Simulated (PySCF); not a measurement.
## Excitation energy of Cu by level of theory

Cu [Ar] 3d10 4s1 (2S) → Cu [Ar] 3d9 4s2 (2D), as a difference of total energies. All numbers are calculated (PySCF 2.14, scalar relativity by spin-free X2C-1e, in aug-cc-pwCVTZ-DK with one added diffuse shell each of s, p, d, f, g type (11s10p8d5f4g, 152 functions)). The calculations carry no spin-orbit coupling.

| method | excitation energy (eV) |
| --- | --- |
| UHF | -0.241 |
| PW91 | 1.848 |
| M06-L | 1.336 |
| revPBE | 1.833 |

For comparison: 1.490 eV (measured; NIST levels, between the centres of gravity of the two terms).
